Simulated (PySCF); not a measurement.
GeH₂FCl, SMILES [F][GeH2][Cl].

Geometry optimised at B3LYP-D3(BJ)/def2-TZVP.

Level of theory: r2SCAN/def2-TZVPD run with PySCF.

The molecule is in vacuum.

Computed frontier levels, gap, dipole moment and polarisability:
```yaml
highest_occupied_level: -8.20 eV
lowest_empty_level: -1.15 eV
orbital_gap: 7.05 eV
dipole_moment: 2.30 D
quadrupole, principal values (traceless, Buckingham form, about the centre of nuclear charge): -5.31, 2.32, 2.99 D·Å
mean_static_polarisability: 45.0 bohr³ (6.67 Å³)
polarisability_principal_values: 40.3, 41.7, 53.1 bohr³
```
